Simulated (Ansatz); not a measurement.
Coupled-cluster diagnostics for GeMeF3 (CH₃F₃Ge), Ansatz.

Geometry of the singlet (PBE0-D4/def2-SVP):

| atom | x (Å) | y (Å) | z (Å) |
| --- | --- | --- | --- |
| Ge1 | 0.4489 | -0.6250 | 0.3277 |
| C2 | -0.5759 | 0.8017 | -0.4204 |
| H3 | 0.0904 | 1.6411 | -0.6607 |
| H4 | -1.3312 | 1.1276 | 0.3074 |
| H5 | -1.0727 | 0.4519 | -1.3353 |
| F6 | -0.5054 | -1.9771 | 0.7900 |
| F7 | 1.3133 | -0.1713 | 1.7418 |
| F8 | 1.6325 | -1.2489 | -0.7505 |

Correlated methods freeze 13 core orbitals; core or outer-core shells of Ge are correlated, in sets that lack core-valence functions.

(1) Estimate the CCSD(T) correlation energy, the shares of MP2 and (T), T1 and the reference's ⟨S²⟩ for: charge 0, singlet, own geometry in def2-TZVP; and the rough time on 4 threads of Arm Neoverse V1 on a shared host.

Results:

(1) 
| state | basis | correlation (eV) | MP2 share (%) | (T) share (%) | T1 | ⟨S²⟩ (pure) | wall time |
| --- | --- | --- | --- | --- | --- | --- | --- |
| charge 0, singlet, own geometry | def2-TZVP | -32.951 | 96.3 | 3.1 | 0.012 | 0.00 (0.00) | 99 s |
Customary marks for T1 are 0.02 (closed shells), 0.045 (open shells) and about 0.05 (3d metals). T1 stays under 0.02 throughout.
